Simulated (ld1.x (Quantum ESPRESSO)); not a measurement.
**Varying the RRKJ potential for Pr (Z = 59)**

Base potential:

ld1.x (Quantum ESPRESSO) 7.5 input, shortened:

```
&input
   title='Pr', zed=59., rel=1, dft='PBESOL', iswitch=3,
   config='[Xe] 4f3 5d0.5 6s1.5 6p0'
 /
 &inputp
   pseudotype=2, tm=.false., lloc=-1, rcloc=2.20,
   nlcc=.false.
 /
4
5S  1  0   2.00   0.00  2.45  2.45  0.0
5P  2  1   6.00   0.00  3.05  3.05  0.0
5D  3  2   0.50   0.00  2.25  2.25  0.0
4F  4  3   3.00   0.00  1.50  1.50  0.0
 &test
   configts(1)='4f3 5s2 5p6 5d0.5 6s1.5 6p0'
 /
```

Occupied shells without a wave of their own: 6s. They enter only through the test configuration that unscreens the potential.

All-electron outer shells of the reference configuration (PBEsol, scalar-relativistic, ld1.x):

```tsv
shell	level (eV)	outermost node (bohr)	outermost maximum (bohr)
4p	-214.39	0.32	0.60
4d	-109.81	0.30	0.64
5s	-38.40	0.74	1.35
5p	-20.86	0.79	1.53
6s	-3.24	1.82	3.90
5d	-1.67	0.91	2.30
6p	-1.11	2.19	5.26
4f	-0.69	–	0.69
```

Cutoffs, loose and tight: the cutoffs (Ry, on a coarse ladder) from which the occupation-weighted sum of valence levels, in a spherical-Bessel basis at the reference potential, stays within 10 and 1 mRy of its value at 400 Ry. They do not see the model core or the augmentation charge, which bear on the density cutoff. Test errors are all-electron minus pseudo excitation energies from the reference, over the configurations 4f3 5s2 5p6 5d0 6s2 6p0; 4f3 5s2 5p6 5d0 6s1 6p0; 4f3 5s2 5p6 5d0 6s0 6p0; 4f3 5s2 5p6 5d0 6s0 6p2; 4f3 5s2 5p6 5d0 6s0 6p1; 4f3 5s2 5p5 5d0 6s2 6p0; 4f3 5s2 5p6 5d0 6s1 6p1. A dash means not determined; rows that change the core or the reference have their own tests.

On the changes marked as counting shells twice: ld1.x takes every shell without a wave as core, so the model core holds the marked electrons as well and exchange and correlation see them twice. This cancels in the reference configuration, but the file is broken for other ones, and its errors say nothing about a proper core correction.

```tsv
change	outcome	cutoff, loose	cutoff, tight	bound ghosts	largest test error (meV)
base	generated, misses its reference levels by 0.16 eV	100 Ry	140 Ry	none	-504
core correction a·sin(br)/r model core inside 0.72 bohr (6s counted twice)	generated, misses its reference levels by 0.16 eV	100 Ry	140 Ry	none	-1049
core correction a·sin(br)/r model core inside 0.86 bohr (6s counted twice)	generated, misses its reference levels by 0.16 eV	100 Ry	140 Ry	none	-1049
core correction a·sin(br)/r model core inside 1.08 bohr (6s counted twice)	generated, misses its reference levels by 0.16 eV	100 Ry	140 Ry	none	-1049
core correction a·sin(br)/r model core inside 1.26 bohr (6s counted twice)	generated, misses its reference levels by 0.16 eV	100 Ry	140 Ry	none	-1048
core correction a·sin(br)/r model core inside 1.44 bohr (6s counted twice)	generated, misses its reference levels by 0.16 eV	100 Ry	140 Ry	none	-1048
core correction a·sin(br)/r model core inside 1.56 bohr (6s counted twice)	generated, misses its reference levels by 0.16 eV	100 Ry	140 Ry	none	-1047
core correction a·sin(br)/r model core inside 1.82 bohr (6s counted twice)	generated, misses its reference levels by 0.16 eV	100 Ry	140 Ry	none	-1045
```
